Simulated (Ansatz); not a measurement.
Ansatz (a first-principles code) input (B3LYP-D3(BJ)/def2-TZVP):

Ansatz 0.2 input:
```yaml
crystal:
  periodic: [false, false, false]
  atoms:
    - {symbol: Au, position_ang: [-0.00000000, -0.00000000, -0.13274140]}
    - {symbol: C, position_ang: [0.00000000, 0.00000000, 1.74776176]}
basis:
  gaussian:
    orbitals: def2-TZVP
hamiltonian:
  xc: b3lyp
  dispersion: d3bj
magnetization: {spin_polarized: true, initial_magnetization: 1}
phonons: {temperatures: {t_min: 298.15, t_max: 298.15, t_step: 100}}
```

Output:

```
Functional definition: B3LYP
integrals: 0.01 GiB planned
570 factors; their error is unknown
mean field: 0.20 GiB planned
mean field evaluation 1: about -4724.6440 eV, gradient 2.3e1 eV
mean field evaluation 2: about -4707.2186 eV, gradient 6.0e1 eV
mean field evaluation 4: about -4727.0739 eV, gradient 4.2e0 eV
mean field evaluation 8: about -4727.1643 eV, gradient 7.7e-2 eV
mean field evaluation 16: about -4727.1644 eV, gradient 6.6e-5 eV
mean field -4727.16439390 eV, -173.7200872888 hartree, gradient 3.9e-5 eV, S^2 0.755506; 1 other end points of the search recorded, 0 dependent functions left out
the calculation of the forces begins
reference -4727.16457391 eV, -173.7200939041 hartree; 13, 12 occupied and 58, 59 virtual orbitals, 570 factors
these checks for a lower state are left out or cut short: stability, starts, cluster_reference, orbital_swaps, neighbouring_geometries, increment
integrals: 0.01 GiB planned
570 factors; their error is unknown
mean field: 0.20 GiB planned
mean field evaluation 32: about -4727.1644 eV, gradient 1.5e-4 eV
mean field -4727.16439390 eV, -173.7200872889 hartree, gradient 1.1e-6 eV, S^2 0.755506; 0 other end points of the search recorded, 0 dependent functions left out
the calculation of the forces begins
reference -4727.16457392 eV, -173.7200939042 hartree; 13, 12 occupied and 58, 59 virtual orbitals, 570 factors
these checks for a lower state are left out or cut short: stability, starts, cluster_reference, orbital_swaps, neighbouring_geometries, increment
integrals: 0.01 GiB planned
570 factors; their error is unknown
mean field: 0.20 GiB planned
mean field -4727.16439390 eV, -173.7200872889 hartree, gradient 1.1e-6 eV, S^2 0.755506; 0 other end points of the search recorded, 0 dependent functions left out
the calculation of the forces begins
reference -4727.16457392 eV, -173.7200939042 hartree; 13, 12 occupied and 58, 59 virtual orbitals, 570 factors
these checks for a lower state are left out or cut short: stability, starts, cluster_reference, orbital_swaps, neighbouring_geometries, increment
integrals: 0.01 GiB planned
570 factors; their error is unknown
mean field: 0.20 GiB planned
mean field -4727.16439390 eV, -173.7200872889 hartree, gradient 1.0e-6 eV, S^2 0.755506; 0 other end points of the search recorded, 0 dependent functions left out
the calculation of the forces begins
reference -4727.16457392 eV, -173.7200939042 hartree; 13, 12 occupied and 58, 59 virtual orbitals, 570 factors
these checks for a lower state are left out or cut short: stability, starts, cluster_reference, orbital_swaps, neighbouring_geometries, increment
integrals: 0.01 GiB planned
570 factors; their error is unknown
mean field: 0.20 GiB planned
mean field -4727.16439390 eV, -173.7200872889 hartree, gradient 1.0e-6 eV, S^2 0.755506; 0 other end points of the search recorded, 0 dependent functions left out
the calculation of the forces begins
reference -4727.16457392 eV, -173.7200939042 hartree; 13, 12 occupied and 58, 59 virtual orbitals, 570 factors
these checks for a lower state are left out or cut short: stability, starts, cluster_reference, orbital_swaps, neighbouring_geometries, increment
integrals: 0.01 GiB planned
570 factors; their error is unknown
mean field: 0.20 GiB planned
mean field evaluation 64: about -4727.1643 eV, gradient 1.1e-6 eV
mean field -4727.16433364 eV, -173.7200850742 hartree, gradient 1.1e-6 eV, S^2 0.755480; 0 other end points of the search recorded, 0 dependent functions left out
the calculation of the forces begins
reference -4727.16451362 eV, -173.7200916883 hartree; 13, 12 occupied and 58, 59 virtual orbitals, 570 factors
these checks for a lower state are left out or cut short: stability, starts, cluster_reference, orbital_swaps, neighbouring_geometries, increment
integrals: 0.01 GiB planned
570 factors; their error is unknown
mean field: 0.20 GiB planned
mean field -4727.16434028 eV, -173.7200853180 hartree, gradient 1.0e-6 eV, S^2 0.755533; 0 other end points of the search recorded, 0 dependent functions left out
the calculation of the forces begins
reference -4727.16452032 eV, -173.7200919346 hartree; 13, 12 occupied and 58, 59 virtual orbitals, 570 factors
these checks for a lower state are left out or cut short: stability, starts, cluster_reference, orbital_swaps, neighbouring_geometries, increment
integrals: 0.01 GiB planned
570 factors; their error is unknown
mean field: 0.20 GiB planned
mean field -4727.16439390 eV, -173.7200872889 hartree, gradient 1.1e-6 eV, S^2 0.755506; 0 other end points of the search recorded, 0 dependent functions left out
the calculation of the forces begins
reference -4727.16457392 eV, -173.7200939042 hartree; 13, 12 occupied and 58, 59 virtual orbitals, 570 factors
these checks for a lower state are left out or cut short: stability, starts, cluster_reference, orbital_swaps, neighbouring_geometries, increment
integrals: 0.01 GiB planned
570 factors; their error is unknown
mean field: 0.20 GiB planned
mean field -4727.16439390 eV, -173.7200872889 hartree, gradient 1.1e-6 eV, S^2 0.755506; 0 other end points of the search recorded, 0 dependent functions left out
the calculation of the forces begins
reference -4727.16457392 eV, -173.7200939042 hartree; 13, 12 occupied and 58, 59 virtual orbitals, 570 factors
these checks for a lower state are left out or cut short: stability, starts, cluster_reference, orbital_swaps, neighbouring_geometries, increment
integrals: 0.01 GiB planned
570 factors; their error is unknown
mean field: 0.20 GiB planned
mean field evaluation 96: about -4727.1644 eV, gradient 1.0e-6 eV
mean field -4727.16439390 eV, -173.7200872889 hartree, gradient 1.0e-6 eV, S^2 0.755506; 0 other end points of the search recorded, 0 dependent functions left out
the calculation of the forces begins
reference -4727.16457392 eV, -173.7200939042 hartree; 13, 12 occupied and 58, 59 virtual orbitals, 570 factors
these checks for a lower state are left out or cut short: stability, starts, cluster_reference, orbital_swaps, neighbouring_geometries, increment
integrals: 0.01 GiB planned
570 factors; their error is unknown
mean field: 0.20 GiB planned
mean field -4727.16439390 eV, -173.7200872889 hartree, gradient 1.0e-6 eV, S^2 0.755506; 0 other end points of the search recorded, 0 dependent functions left out
the calculation of the forces begins
reference -4727.16457392 eV, -173.7200939042 hartree; 13, 12 occupied and 58, 59 virtual orbitals, 570 factors
these checks for a lower state are left out or cut short: stability, starts, cluster_reference, orbital_swaps, neighbouring_geometries, increment
integrals: 0.01 GiB planned
570 factors; their error is unknown
mean field: 0.20 GiB planned
mean field -4727.16434028 eV, -173.7200853180 hartree, gradient 1.0e-6 eV, S^2 0.755533; 0 other end points of the search recorded, 0 dependent functions left out
the calculation of the forces begins
reference -4727.16452032 eV, -173.7200919346 hartree; 13, 12 occupied and 58, 59 virtual orbitals, 570 factors
these checks for a lower state are left out or cut short: stability, starts, cluster_reference, orbital_swaps, neighbouring_geometries, increment
integrals: 0.01 GiB planned
570 factors; their error is unknown
mean field: 0.20 GiB planned
mean field -4727.16433364 eV, -173.7200850742 hartree, gradient 1.1e-6 eV, S^2 0.755480; 0 other end points of the search recorded, 0 dependent functions left out
the calculation of the forces begins
reference -4727.16451362 eV, -173.7200916883 hartree; 13, 12 occupied and 58, 59 virtual orbitals, 570 factors
Total energy: -4727.22528044 eV, -173.7223248276 hartree
Atom 0 at    -0.000000    -0.000000    -0.132741 Å, force     0.000000     0.000000     0.000006 eV/Å
Atom 1 at     0.000000     0.000000     1.747762 Å, force    -0.000000    -0.000000    -0.000006 eV/Å
Dipole moment:     0.000000    -0.000000    -0.355699 e Å
Vibrations: 661.68 cm⁻¹, zero-point energy 0.041019 eV
```

The spin state was set by rule; other spins were not relaxed.
